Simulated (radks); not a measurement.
The numbers below are computed, except where a source is named.
Task: In19+, configuration [Ar] 3d10 4s2. Level of theory: Dirac Kohn-Sham, relativistic LDA (MacDonald-Vosko exchange, VWN5 correlation), spin-unpolarised, spherical densities, finite nucleus; Fermi nuclear charge, rms radius 4.6156 fm (a radial shooting solver on a logarithmic mesh with Libxc functionals). Some entries of the table are withheld. Estimate them.

orbital,occ.,eigenvalue (Ry),<r^2> (bohr^2)
1s1/2,2,-2066.226,0.001203
2s1/2,2,-342.3869,0.01948
2p1/2,2,(1),0.01447
2p3/2,4,(2),0.01577
3s1/2,2,-94.27727,0.1363
3p1/2,2,-86.19421,0.1303
3p3/2,4,-83.32330,0.1384
3d3/2,4,-69.00903,0.1170
3d5/2,6,-68.40685,0.1193
4s1/2,2,-40.44607,(3)

Result: 
(1) 2p1/2 eigenvalue (Ry): -322.5043
(2) 2p3/2 eigenvalue (Ry): -307.1002
(3) 4s1/2 <r^2> (bohr^2): 0.6126
